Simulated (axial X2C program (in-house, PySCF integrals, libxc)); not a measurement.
**Nuclear properties of TiB⁺**

Computed with an in-house all-electron X2C program for linear molecules (integrals from PySCF): two-component X2C with atomic mean-field Coulomb and Gaunt terms, Gaussian nuclei, basis Ti dyall-cv3z, B dyall-v3z with contracted cores.

R = 2.077 Å (near the PBE0 minimum at charge 1 of the determinant lowest at the starting distance; the state shown can have its own minimum elsewhere).

Input and command:
```json
{"zs": [22, 5], "q": 1, "bas": ["dyall-cv3z", "dyall-v3z"], "r0": 2.21, "levels": ["PBE0", "HF", "r2SCAN", "TPSSh", "LDA"], "nst": 3}
```
```bash
python soeom.py task.json out
```

Keys: zs atomic numbers; q charge; bas basis sets; r0 starting distance in Å; levels methods; nst determinants followed.

Determinant lowest in the PBE0 search, Ω = 4 (⟨Sz⟩ = 2.00, ⟨Lz⟩ = 2.00 at PBE0), spin on the atoms Ti 1.38, B 0.62:

| level | Eeff magnitude (GV/cm) | Ws magnitude Ti (kHz) | A∥/gI Ti (MHz) | qzz Ti (a.u.) | A∥/gI B (MHz) | qzz B (a.u.) |
| --- | --- | --- | --- | --- | --- | --- |
| PBE0 | 0.0674 | 0.00926 | 101 | -0.39 | 16.2 | -0.30 |
| HF | 0.188 | 0.0194 | 122 | -0.23 | 12.8 | -0.37 |
| r2SCAN | 0.00163 | 0.00223 | 93.1 | -0.39 | 18.5 | -0.27 |
| TPSSh | 0.039 | 0.00625 | 80.9 | -0.42 | 19.1 | -0.27 |
| LDA | 0.00488 | 0.0029 | 72.3 | -0.59 | 17.8 | -0.19 |

Eeff is the effective electric field on the electron electric dipole moment in this Ω state and Ws the scalar–pseudoscalar constant of the nucleus named (defined with the proton number Z and per Ω); A∥ (defined per Ω) follows by multiplying with gI = μI/(I μN); qzz is the electric field gradient, eQq0 = 234.96 MHz × Q/barn × qzz. The operators were transformed with the bare-nucleus X2C matrices; with these basis sets, hyperfine constants and field gradients can be off by tens of per cent, and where levels differ in sign neither size nor sign is settled.

Task: With gI(47Ti) = -0.3154, gI(11B) = 1.7924, Q(11B) = 0.04059 barn (g factors from the IAEA table of nuclear moments by Stone; Q from Pyykkö, Mol. Phys. 2018), turn the PBE0 values of the first state into constants in MHz.

Result: A∥(47Ti) = 101 × -0.3154 = -31.9 MHz; A∥(11B) = 16.2 × 1.7924 = 29 MHz; eQq0(11B) = 234.96 × (0.04059) × (-0.30) = -2.86 MHz.

Each state is one determinant with collinear spin, which with several unpaired electrons need not be a pure state. Unrestricted Hartree–Fock can overshoot spin polarisation at the nuclei. In the state Ω = 4 the sign of Eeff differs between levels (r2SCAN against PBE0). With several open shells hyperfine constants can be off by a factor of several. Where Eeff spreads by more than a factor of two the levels disagree and none is to be relied on. Open-shell Ω = 0 determinants with evenly filled partner blocks cannot be reached by this program, so the Ω shown need not be the lowest component. States lie within half an eV, so the first need not be the ground state. Further determinants of the search, some of them spin-mixed, are not shown. Where a field gradient or hyperfine factor spreads by more than a factor of two over the levels, a constant derived from it is not to be relied on.
